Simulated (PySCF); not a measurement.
Cartesian coordinates (Å):
```xyz
17

Zr     0.0000     0.0000     0.0000
C     -1.7340     1.2458     0.6132
H     -1.4070     2.2539     0.9564
H     -2.2965     0.7716     1.4496
H     -2.4459     1.3920    -0.2309
C      0.0907    -1.8195     1.2710
H     -0.7222    -1.8228     2.0321
H      1.0609    -1.8851     1.8144
H     -0.0162    -2.7447     0.6604
C     -0.2306    -0.5941    -2.1280
H     -1.1744    -0.1911    -2.5607
H     -0.2560    -1.7020    -2.2385
H      0.6129    -0.2135    -2.7474
C      1.8738     1.1679     0.2437
H      1.6629     2.1985     0.6093
H      2.4226     1.2588    -0.7211
H      2.5591     0.6843     0.9767
```
Charge 0, spin multiplicity 1.

Estimate the HOMO, dipole moment and HOMO–LUMO gap that PBE-D3(BJ)/def2-TZVP // PBE-D3(BJ)/def2-SVP (PySCF) returns for this input.


- HOMO: -6.10 eV
- dipole moment: 0.00 D
- HOMO–LUMO gap: 4.33 eV
